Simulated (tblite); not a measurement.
Compound: C2H8Ge2OSi.
SMILES with atom numbers: `[CH:1]#[C:2][Ge@H:3]([GeH3:4])[SiH2:5][OH:6]` (hydrogens: H7 on C1; H8 on Ge3; H9, H10, H11 on Ge4; H12, H13 on Si5; H14 on O6)

Geometry (GFN2-xTB, Å), atoms numbered from 1 in this order:
```xyz
14
C2H8Ge2OSi angstrom
C     -1.8851    2.5965   -0.2536
C     -1.2081    1.6033   -0.3159
Ge    -0.1648    0.0057   -0.3577
Ge    -1.4580   -1.6701    0.7764
Si     2.0062    0.4675    0.3815
O      2.4755   -1.0223    0.8311
H     -2.4731    3.4699   -0.2136
H     -0.2154   -0.3328   -1.8450
H     -2.5766   -1.1103    1.6120
H     -0.6708   -2.5174    1.7368
H     -2.1275   -2.6690   -0.1284
H      2.0590    1.3870    1.5223
H      2.8911    0.9901   -0.6634
H      3.3469   -1.1984    1.1754
```

All values are computed: GFN2-xTB (tblite) harmonic vibrations without scaling, gas phase. The method is semi-empirical: single wavenumbers can be off by several per cent or more. Modes of hydrogen on germanium and silicon can be 10 to 20 % off. One conformer, not necessarily the lowest. The optimisation stopped once no atom felt more than 0.01 eV/Å.

Lowest wavenumbers of the output (negative numbers stand for imaginary wavenumbers):
```
mode    cm-1
  1     -24.8
  2      -6.0
  3      46.9
  4      68.3
  5      78.6
  6     161.9
  7     222.2
  8     233.9
  9     260.6
 10     324.8
 11     368.1
 12     372.4
 13     397.4
 14     450.1
 15     497.6
```

Q: Is this structure a minimum?

A: Not by this Hessian. 1 mode is imaginary beyond 20i (25i cm⁻¹), and 1 more slightly so (6.0i). The curvature is small, so loose convergence or finite differences may be the whole cause.

Q: Which atoms move in the imaginary modes?

A: 25i: H11 (Ge–H hydrogen) 34 %, H9 (Ge–H hydrogen) 32 %, H10 (Ge–H hydrogen) 31 %; 6i: O6 (silanol oxygen) 51 %, Si5 (oxygen-bound silicon) 12 %. These are shares of the mass-weighted motion.

Q: What is the remedy?

A: Step along such a mode in both directions, optimise again with tighter thresholds and repeat the frequencies. The zero-point energy of this point (48.2 kcal/mol) counts the 34 real modes alone, and thermal corrections from it aren't those of a minimum.

On one thread, Arm Neoverse N1 (aarch64), no GPU, shared host with 64 logical CPUs at a one-minute load of 62, this took 0.91 s wall. This covers the Hessian and the dipole derivatives.
